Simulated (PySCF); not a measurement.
**Computed spin Hamiltonian**

C₂H₁₁O₂Si₃ (doublet state).
Atom-mapped SMILES: `[CH3:1][CH2:2][O:3][Si@@H:4]([SiH3:5])[O:6][SiH2:7]` (hydrogens: H8, H9, H10 on C1; H11, H12 on C2; H13 on Si4; H14, H15, H16 on Si5; H17, H18 on Si7)

Cartesian coordinates in Å at the GFN2-xTB level; atoms count from 1:
```
atom  x, y, z in Å
C1     2.5517   -0.5633    0.2551
C2     1.9388   -0.1472   -1.0759
O3     0.7899    0.6216   -0.9016
Si4   -0.7427    0.1273   -0.7237
Si5   -1.1404   -1.1325    1.1535
O6    -1.5112    1.5473   -0.6018
Si7   -2.7379    2.4740   -0.1021
H8     1.8725   -1.2181    0.7963
H9     2.7420    0.3179    0.8623
H10    3.4892   -1.0856    0.0839
H11    1.7097   -1.0372   -1.6754
H12    2.6501    0.4701   -1.6366
H13   -1.2031   -0.4491   -1.9978
H14   -0.5046   -2.4600    1.0948
H15   -0.6530   -0.5414    2.4103
H16   -2.5721   -1.3814    1.3675
H17   -3.9697    1.9452   -0.6755
H18   -2.7179    2.5189    1.3552
```

The hyperfine couplings belong to this conformer and change with its torsions.

Theory: PySCF, UKS B3LYP, pcH-1 on C H O Si, non-relativistic, mean-field spin-orbit, GIAO. Geometry: GFN2-xTB, one conformer, isolated molecule. Couplings are sensitive to structure, and on GFN2-xTB geometries they can be far from those on DFT ones, by a factor of two or more for some ions and for spin on atoms past the first row. The SCF solution wasn't tested for stability.

- g1, g2, g3: 2.00152, 2.00211, 2.00419
- g_iso: 2.00261
- Form of g: rhombic: the two nearest values differ by 22 % of g3 − g1
- ⟨S²⟩: 0.7511 (exact 0.7500)
- α and β electrons: 41, 40
- HOMO–LUMO gap, α and β orbitals: 5.15, 5.04 eV
- Total energy: -1101.86215 Eh

Isotropic coupling and dipolar principal values T1 to T3, in mT (MHz turned into mT with g_iso):

| atom | isotope | a_iso | of which spin–orbit | T1 | T2 | T3 | Mulliken spin population |
| --- | --- | --- | --- | --- | --- | --- | --- |
| C1 | 13C | 0.00 | 0.00 | 0.00 | 0.00 | 0.01 | 0.00 |
| C2 | 13C | 0.00 | 0.00 | 0.00 | 0.00 | 0.01 | 0.00 |
| O3 | 17O | 0.03 | 0.00 | -0.01 | 0.00 | 0.01 | 0.00 |
| Si4 | 29Si | -0.64 | 0.00 | -0.18 | 0.09 | 0.10 | 0.00 |
| Si5 | 29Si | -0.04 | 0.00 | -0.04 | 0.01 | 0.03 | 0.00 |
| O6 | 17O | -1.72 | 0.00 | -0.79 | 0.37 | 0.41 | 0.04 |
| Si7 | 29Si | -21.92 | 0.04 | -5.68 | 2.83 | 2.85 | 0.89 |
| H8 | 1H | 0.00 | 0.00 | -0.01 | -0.01 | 0.02 | 0.00 |
| H9 | 1H | 0.00 | 0.00 | -0.01 | -0.01 | 0.02 | 0.00 |
| H10 | 1H | 0.00 | 0.00 | -0.01 | -0.01 | 0.01 | 0.00 |
| H11 | 1H | 0.00 | 0.00 | -0.01 | -0.01 | 0.03 | 0.00 |
| H12 | 1H | 0.00 | 0.00 | -0.01 | -0.01 | 0.03 | 0.00 |
| H13 | 1H | -0.01 | 0.00 | -0.04 | -0.04 | 0.08 | 0.00 |
| H14 | 1H | -0.01 | 0.00 | -0.02 | -0.01 | 0.03 | 0.00 |
| H15 | 1H | 0.01 | 0.00 | -0.02 | -0.02 | 0.05 | 0.00 |
| H16 | 1H | 0.03 | 0.00 | -0.03 | -0.03 | 0.06 | 0.00 |
| H17 | 1H | 3.30 | 0.00 | -0.31 | 0.03 | 0.29 | 0.03 |
| H18 | 1H | 3.28 | 0.00 | -0.31 | 0.03 | 0.29 | 0.03 |

The largest Mulliken spin population is on Si7 (+0.89). The angles at Si7 add up to 331.2°, so it is pyramidal.

Axes: g3 points within 8° of the O6–Si7 bond.

Under fast tumbling the dipolar parts average out, and these isotropic splittings remain: 2 × 1H (H17/H18, I = 1/2, 3 lines) with 3.29 mT.

Nuclei that the bonding pattern makes equivalent are averaged, as if the motion that swaps them (rotation, inversion, ring flip) were fast.

The 29Si coupling of Si7 (-614.3 MHz) shows only in satellite lines or after enrichment, since that isotope makes up about 4.7 % of natural silicon.

The 17O coupling of O6 (-48.2 MHz) shows only in satellite lines or after enrichment, since that isotope makes up about 0.038 % of natural oxygen.
